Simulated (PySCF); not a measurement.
Energy of Ne⁺ (neon, charge +1) between two integer charges

The 2p beta orbital of [He] 2s2 2p5 is emptied in steps (occupation f), with all orbitals relaxed, ending at [He] 2s2 2p4. All numbers are calculated (PySCF 2.14, no relativity, point nucleus, in aug-pcseg-2 (5s4p3d2f, 46 functions)). The exact energy is a straight line in f; departures are measured from the line between the end points of the same method.

Problem. Among UHF, LDA, PBE, PBE0, r2SCAN, LC-wPBE, BHandHLYP, wB97X, BLYP, HSE06, which shows the largest delocalisation error (convex curve), and which is closest to linear?

Solution. Most convex: LDA (-2.585 eV at f = 0.5); closest to linear: UHF (0.640 eV).

| f | UHF (eV) | LDA (eV) | PBE (eV) | PBE0 (eV) | r2SCAN (eV) | LC-wPBE (eV) | BHandHLYP (eV) | wB97X (eV) | BLYP (eV) | HSE06 (eV) |
| --- | --- | --- | --- | --- | --- | --- | --- | --- | --- | --- |
| 1 | 0.000 | 0.000 | 0.000 | 0.000 | 0.000 | 0.000 | 0.000 | 0.000 | 0.000 | 0.000 |
| 0.9 | 0.246 | -0.923 | -0.895 | -0.614 | -0.821 | -0.401 | -0.336 | -0.393 | -0.897 | -0.652 |
| 0.7 | 0.555 | -2.164 | -2.091 | -1.433 | -1.902 | -0.934 | -0.791 | -0.915 | -2.099 | -1.520 |
| 0.5 | 0.640 | -2.585 | -2.488 | -1.703 | -2.238 | -1.107 | -0.948 | -1.081 | -2.502 | -1.805 |
| 0.3 | 0.522 | -2.177 | -2.083 | -1.424 | -1.848 | -0.919 | -0.802 | -0.894 | -2.100 | -1.508 |
| 0.1 | 0.217 | -0.933 | -0.887 | -0.606 | -0.773 | -0.386 | -0.346 | -0.372 | -0.897 | -0.641 |
| 0 | 0.000 | 0.000 | 0.000 | 0.000 | 0.000 | 0.000 | 0.000 | 0.000 | 0.000 | 0.000 |

| method | E(f=0) − E(f=1) (eV) | −ε at f=1 (eV) | −ε at f=0.5 (eV) |
| --- | --- | --- | --- |
| UHF | 39.336 | 42.120 | 39.236 |
| LDA | 41.465 | 31.240 | 41.426 |
| PBE | 41.192 | 31.263 | 41.215 |
| PBE0 | 41.061 | 34.245 | 41.087 |
| r2SCAN | 41.194 | 32.050 | 41.352 |
| LC-wPBE | 41.364 | 36.915 | 41.407 |
| BHandHLYP | 40.983 | 37.264 | 40.952 |
| wB97X | 41.024 | 36.661 | 41.084 |
| BLYP | 41.245 | 31.296 | 41.238 |
| HSE06 | 41.080 | 33.842 | 41.115 |

Reference removal energy between the ground levels: 40.963 eV (measured; NIST Atomic Spectra Database, ionization energies). The calculation has no spin-orbit coupling. UHF lacks correlation.
